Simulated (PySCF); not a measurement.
Rows and methods have been separated. Pair them.

[CuCl4]- (charge -1 and singlet state).
SMILES: `[Cl][Cu-]([Cl])([Cl])[Cl]`

The closed-shell ground state was solved 3 times with PySCF (density fitting, gas phase), always in the pcSseg-1 (pcSseg-2 on Cu) basis (169 functions), with these functionals: B3LYP, PBE and PBE0. Geometry: PBE0-D3(BJ)/def2-SVP; no solvent, vibrations or thermal averaging. The geometry's basis has no diffuse functions, a weakness for an anion. No diffuse functions stand in pcSseg-1 (pcSseg-2 on Cu), which bears on an anion's orbital energies.

| row | total energy (Eh) | HOMO (eV) | LUMO (eV) |
| --- | --- | --- | --- |
| P | -3480.6397 | -3.35 | -0.96 |
| Q | -3480.5339 | -1.89 | -1.40 |
| R | -3481.6131 | -3.01 | -1.02 |

Q: Which functional belongs to which row?

A: P = PBE0, Q = PBE, R = B3LYP. By rising HOMO–LUMO gap: PBE (GGA) 0.49 eV; B3LYP (global hybrid, 20 % exact exchange) 1.99 eV; PBE0 (global hybrid, 25 % exact exchange) 2.39 eV. Total energies of different functionals aren't bounds to one another; each is stationary for its own functional.
